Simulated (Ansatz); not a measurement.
Cost and result for the atomization energy of `CBN(C)[SiH3]` (15 atoms, 14 bonds).

```csv
atom,x (Å),y (Å),z (Å)
C1,-0.669,-0.669,2.036
B2,0.078,0.294,1.050
N3,0.147,0.157,-0.349
C4,-0.479,-0.925,-1.098
Si5,1.011,1.314,-1.333
H6,0.034,-1.026,2.796
H7,-1.162,-1.540,1.601
H8,-1.424,-0.100,2.590
H9,0.650,1.248,1.510
H10,-1.226,-0.538,-1.799
H11,0.263,-1.483,-1.678
H12,-0.977,-1.623,-0.428
H13,1.609,2.358,-0.473
H14,2.070,0.609,-2.108
H15,0.075,1.924,-2.318
```

Total charge 0; spin multiplicity 1. The geometry is a stationary point of PBE0-D4/def2-TZVP. It is one conformer, not always the lowest. Program: Ansatz. All runs use 4 threads of an AMD EPYC 7B13 on a shared host. Times are those of one run each, without the atoms' runs, and a repeat can differ threefold. Electronic energies, without spin–orbit coupling; frozen cores. CCSD(T)/CBS adds CCSD(T) − MP2 in def2-TZVPP to the MP2 limit, and its time is that of the two runs behind it. T1 = 0.012.

CCSD(T)/CBS is a level of theory with its own doubt, some kJ/mol a heavy atom from the limit and from the frozen cores, so smaller differences don't rank the functionals.

```tsv
level	functions	wall time
LDA (SPW92)/def2-TZVPP	306	1.6 s
revPBE-D4/def2-TZVPP	306	2.5 s
PBE0-D4/def2-TZVPP	306	3.5 s
BHLYP-D4/def2-TZVPP	306	3.6 s
CAM-B3LYP-D4/def2-TZVPP	306	4.1 s
r2SCAN-D4/def2-TZVPP (with forces)	306	5 s
r2SCANh-D4/def2-TZVPP	306	5.5 s
B2PLYP/def2-TZVPP	306	6.5 s
CCSD(T)/def2-SVP	124	7 s
ωB97X-V/def2-TZVPP	306	8 s
MP2/def2-QZVPP	598	33 s
CCSD(T)/def2-TZVPP	306	9.7 min
CCSD(T)/CBS(def2)	–	10 min
```

(1) What atomization energy does each give, and how far from CCSD(T)/CBS? (Estimate.)

Answers

(1) The calculation gave: 
```json
{"level": "LDA (SPW92)/def2-TZVPP", "atomization (kcal/mol)": "1474.3", "difference from CCSD(T)/CBS": "163.4", "per bond": "11.7"}
{"level": "revPBE-D4/def2-TZVPP", "atomization (kcal/mol)": "1300.9", "difference from CCSD(T)/CBS": "-10.0", "per bond": "-0.7"}
{"level": "PBE0-D4/def2-TZVPP", "atomization (kcal/mol)": "1313.7", "difference from CCSD(T)/CBS": "2.8", "per bond": "0.2"}
{"level": "BHLYP-D4/def2-TZVPP", "atomization (kcal/mol)": "1294.0", "difference from CCSD(T)/CBS": "-16.9", "per bond": "-1.2"}
{"level": "CAM-B3LYP-D4/def2-TZVPP", "atomization (kcal/mol)": "1323.8", "difference from CCSD(T)/CBS": "12.9", "per bond": "0.9"}
{"level": "r2SCAN-D4/def2-TZVPP (with forces)", "atomization (kcal/mol)": "1313.6", "difference from CCSD(T)/CBS": "2.7", "per bond": "0.2"}
{"level": "r2SCANh-D4/def2-TZVPP", "atomization (kcal/mol)": "1309.1", "difference from CCSD(T)/CBS": "-1.8", "per bond": "-0.1"}
{"level": "B2PLYP/def2-TZVPP", "atomization (kcal/mol)": "1301.9", "difference from CCSD(T)/CBS": "-9.0", "per bond": "-0.6"}
{"level": "CCSD(T)/def2-SVP", "atomization (kcal/mol)": "1249.1", "difference from CCSD(T)/CBS": "-61.8", "per bond": "-4.4"}
{"level": "ωB97X-V/def2-TZVPP", "atomization (kcal/mol)": "1317.9", "difference from CCSD(T)/CBS": "7.0", "per bond": "0.5"}
{"level": "MP2/def2-QZVPP", "atomization (kcal/mol)": "1306.6", "difference from CCSD(T)/CBS": "-4.3", "per bond": "-0.3"}
{"level": "CCSD(T)/def2-TZVPP", "atomization (kcal/mol)": "1281.2", "difference from CCSD(T)/CBS": "-29.7", "per bond": "-2.1"}
{"level": "CCSD(T)/CBS(def2)", "atomization (kcal/mol)": "1310.9", "difference from CCSD(T)/CBS": "0.0", "per bond": "0.0"}
```

From r2SCAN to r2SCAN0 (25 % exact exchange), in def2-TZVPP and without D4, the atomization energy moves by −11.2 kcal/mol: exact exchange takes away binding that semilocal exchange gives to molecules. The D4 term adds +11.4 kcal/mol with B3LYP and +6.1 kcal/mol with PBE0; it sums over pairs of atoms, weighted by their polarisabilities, and B3LYP, whose exchange is more repulsive, gets the larger term. Leaving LDA and LC-ωPBE aside and taking each functional with its dispersion term where it has one, the values, not all of them listed here, spread over 32.0 kcal/mol, from BHLYP-D4 to PBE-D4. LDA lies +155.5 kcal/mol from PBE without D4, its usual overbinding.

B3LYP here is the variant with VWN-RPA as its local correlation; programs differ in this.
